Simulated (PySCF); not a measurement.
# Nitrogen: a sound run and one with changed settings

Sound run: N²⁺ [He] 2s2 2p1, N³⁺ [He] 2s2. All numbers are calculated (PySCF 2.14, the spin-free X2C one-electron Hamiltonian (Gaussian nucleus), in x2c-SVPall (3s2p1d, 14 functions)). The sound run starts from symmetry-adapted Hartree-Fock orbitals and uses a fine grid where one is needed.

Changed run: 6 angular points. This setting is unsound on purpose.

| species | method | sound run (hartree) | changed run (hartree) | converged |
| --- | --- | --- | --- | --- |
| N²⁺ | UHF | -52.77125 | -52.77125 | yes |
| N²⁺ | TPSS | -52.93662 | -53.00568 | yes |
| N²⁺ | M06-L | -52.92106 | -53.01469 | yes |
| N³⁺ | UHF | -51.02530 | -51.02530 | yes |
| N³⁺ | TPSS | -51.15593 | -51.15593 | yes |
| N³⁺ | M06-L | -51.14702 | -51.14702 | yes |

Ionisation energy of N²⁺:

| method | sound run (eV) | changed run (eV) |
| --- | --- | --- |
| UHF | 47.510 | 47.510 |
| TPSS | 48.455 | 50.334 |
| M06-L | 48.274 | 50.822 |

A coarse angular grid integrates products of high-l functions wrongly, so density functionals can shift, and the SCF can exploit the error; Hartree-Fock and MP2 need no grid.

For comparison, NIST gives 47.445 eV between the lowest levels.
